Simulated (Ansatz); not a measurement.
Total energies of the cluster K2H3 from Ansatz at r2SCAN-D4/def2-TZVP, gas phase (1 Eh = 27.2114 eV = 2625.5 kJ/mol). The reference geometry is relaxed at PBE0-D4/def2-TZVP.

```xyz
5

K     2.7435    0.9143   -1.3317
K    -0.9088   -0.3832   -1.5570
H     0.8223    0.3095    0.0415
H    -0.9821   -0.2977    1.3335
H    -1.6749   -0.5429    1.5137
```

| state | geometry | energy (Eh) |
| --- | --- | --- |
| charge 0 doublet | reference | -1201.50620 |
| charge 1 singlet | reference | -1201.37409 |
| charge 0 quartet | relaxed at PBE0-D4/def2-TZVP | -1201.41536 |
| free K atom (doublet) | – | -599.87040 |
| free H atom (doublet) | – | -0.49993 |

**Question.** Work out the vertical ionisation energy to the singlet.

**Answer.** E(charge 1 singlet) − E(charge 0 doublet) = -1201.37409 − (-1201.50620) = 0.13211 Eh = 3.59 eV. For comparison, −ε of the highest occupied level of the spin that leaves is 2.04 eV at this level, 1.55 eV less.

**Question.** Which of the charge 0 states is lowest, and how far above it are the others?

**Answer.** The doublet. quartet: -1201.41536 − (-1201.50620) = 0.09084 Eh = 238.5 kJ/mol. The quartet differs in its bonds from the reference.

**Question.** What is the binding energy per atom against free atoms?

**Answer.** Atoms: 2 × (-599.87040) + 3 × (-0.49993) = -1201.24059 Eh. Binding: -1201.24059 − (-1201.50620) = 0.26561 Eh = 7.23 eV, or 1.45 eV for each of 5 atoms (no zero-point energy, no counterpoise term).

The structure comes from a short search, and lower isomers may exist.
